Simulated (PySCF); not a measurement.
Ge(Cl)(Me)(OH)2 (CH5ClGeO2), SMILES [CH3][Ge]([OH])([OH])[Cl].

The structure is a stationary point at B3LYP-D3(BJ)/def2-SVP. The structure was generated by enumeration, and PubChem lists no compound with its InChIKey, so it may never have been made. One conformer was computed; it need not be the lowest.

These are TDDFT-PBE/def2-SVPD (PySCF) values and carry that method's errors.

Vertical excitations. Gas-phase values at a fixed geometry.

```tsv
state	energy (eV)	λ (nm)	f	main pairs
S1	6.16	201	0.023	HOMO→LUMO 97 %
S2	6.48	191	0.081	HOMO−1→LUMO 94 %
S3	6.52	190	0.041	HOMO−2→LUMO 93 %
S4	6.74	184	0.046	HOMO−3→LUMO 93 %
S5	7.14	174	0.022	HOMO→LUMO+1 91 %
S6	7.42	167	0.005	HOMO−1→LUMO+1 85 %
S7	7.49	166	0.005	HOMO−2→LUMO+1 82 %
S8	7.55	164	0.009	HOMO→LUMO+2 79 %
S9	7.60	163	0.045	HOMO−4→LUMO 60 %, HOMO−3→LUMO+1 15 %, HOMO−1→LUMO+2 12 %
S10	7.68	161	0.014	HOMO−5→LUMO 40 %, HOMO−1→LUMO+2 32 %, HOMO−3→LUMO+1 16 %, HOMO−2→LUMO+2 8 %
T1	5.86	212	0	HOMO→LUMO 99 %
T2	6.08	204	0	HOMO−1→LUMO 99 %
T3	6.16	201	0	HOMO−2→LUMO 98 %
T4	6.42	193	0	HOMO−3→LUMO 98 %
```
Triplets are in the Tamm–Dancoff approximation, which puts them higher than full response would, so one can lie above its singlet here.
